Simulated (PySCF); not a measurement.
An unknown gives this computed stick spectrum. Computed with TDDFT B3LYP/def2-SVPD, vertical, gas phase, core orbitals frozen in the response in PySCF. Geometries: GFN2-xTB, one conformer each.

```json
{"state": "S1", "E (eV)": "7.90", "f": "0.014"}
{"state": "S2", "E (eV)": "8.55", "f": "0.014"}
{"state": "S3", "E (eV)": "8.75", "f": "0.020"}
{"state": "S4", "E (eV)": "8.89", "f": "0.029"}
{"state": "S5", "E (eV)": "8.91", "f": "0.0037"}
{"state": "S6", "E (eV)": "9.14", "f": "0.042"}
{"state": "S7", "E (eV)": "9.41", "f": "0.0023"}
{"state": "S8", "E (eV)": "9.50", "f": "0.055"}
```

Triplets computed (Tamm–Dancoff): 7.74, 8.33, 8.56 eV.

Orbital energies (eV): HOMO-3 -10.94, HOMO-2 -10.37, HOMO-1 -9.52, HOMO -8.59, LUMO 0.30, LUMO+1 0.77, LUMO+2 1.14.

Question: Which structure fits? All have the formula C4H6F4O.
A. `O(CF)[C@@H](F)CC(F)F`
B. `FC([C@H](O[C@H](F)C)F)F`
C. `COC[C@H](F)C(F)(F)F`
D. `C[C@@H](F)[C@@H](F)OC(F)F`
E. `CO[C@@H](F)CC(F)(F)F`

Answer: E. Its S1 lies at 7.90 eV; the nearest of the others has S1 at 7.12 eV. S1 is HOMO→LUMO (97%). Löwdin shares by element: HOMO oxygen 60%, carbon 18% or more, hydrogen 6% or more (atoms not listed hold the other 16%); LUMO carbon 35% or more, hydrogen 9% or more, oxygen 8% (atoms not listed hold the other 48%). At the same level the other candidates give, for their lowest levels:
- `C[C@@H](F)[C@@H](F)OC(F)F`: 8.88 eV (f 0.057); 9.14 eV (f 0.009); 9.27 eV (f 0.002); 9.38 eV (f 0.012); 9.45 eV (f 0.017); T1 8.54 eV; HOMO -9.55, LUMO 0.26 eV
- `COC[C@H](F)C(F)(F)F`: 7.12 eV (f 0.026); 7.74 eV (f 0.007); 8.06 eV (f 0.005); 8.07 eV (f 0.003); 8.21 eV (f 0.015); T1 6.95 eV; HOMO -7.89, LUMO 0.25 eV
- `FCO[C@@H](F)CC(F)F`: 8.74 eV (f 0.017); 8.86 eV (f 0.014); 9.25 eV (f 0.006); 9.38 eV (f 0.026); 9.49 eV (f 0.005); T1 8.55 eV; HOMO -9.47, LUMO 0.30 eV
- `C[C@@H](F)O[C@H](F)C(F)F`: 8.78 eV (f 0.036); 8.88 eV (f 0.008); 9.19 eV (f 0.004); 9.22 eV (f 0.031); 9.39 eV (f 0.010); T1 8.56 eV; HOMO -9.44, LUMO 0.34 eV

The values belong to the conformer `[CH3:1][O:2][C@@H:3]([F:4])[CH2:5][C:6]([F:7])([F:8])[F:9]`: C1–O2–C3–F4 67°, O2–C3–C5–C6 166°, C3–C5–C6–F7 -55°.

Without π bonds the low states are Rydberg-like; a valence basis with one diffuse set may place them up to an eV too high.
